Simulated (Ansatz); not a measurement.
Reaction (SMILES): [CH2-]B(C)O → CB(C)[O-]
Each molecule is optimised on its own at B3LYP-D3(BJ)/def2-TZVP (Ansatz, a program for electronic structure), one conformer each, not searched for the lowest. Frequencies are from Ansatz.

Wanted: isomerisation energy (enthalpy at 298 K, with B3LYP-D3(BJ) rigid-rotor harmonic-oscillator terms), in kJ/mol. Cores are frozen in the correlated levels unless marked. Spin-orbit coupling is left out. Non-relativistic unless marked X2C. Anions need diffuse functions: aug- sets have them; def2-D sets add few; the other sets have none. CBS(X,Y): correlation extrapolated as X^-3; Hartree-Fock from the larger set. The bracket is a focal-point correction in the basis named.

| level | program | isomerisation energy (kJ/mol) |
|---|---|---|
| r2SCAN/def2-TZVPD | Ansatz | -74.3 |
| BHLYP-D3(BJ)/def2-TZVPD | Ansatz + dftd3 | … |
| r2SCAN0/def2-TZVPD | Ansatz | -70.1 |
| B2PLYP-D3(BJ)/def2-TZVPD | Ansatz + dftd3 | … |
| X2C-CCSD(T)/cc-pVTZ-DK | Ansatz | -81.1 |
| RI-MP2/CBS(aug-cc-pVTZ,aug-cc-pVQZ)+[CCSD(T)-MP2]/aug-cc-pVTZ | Ansatz | -69.8 |

Q: Some entries are withheld; supply them.

A: 
- BHLYP-D3(BJ)/def2-TZVPD, isomerisation energy (kJ/mol): -72.4
- B2PLYP-D3(BJ)/def2-TZVPD, isomerisation energy (kJ/mol): -77.8
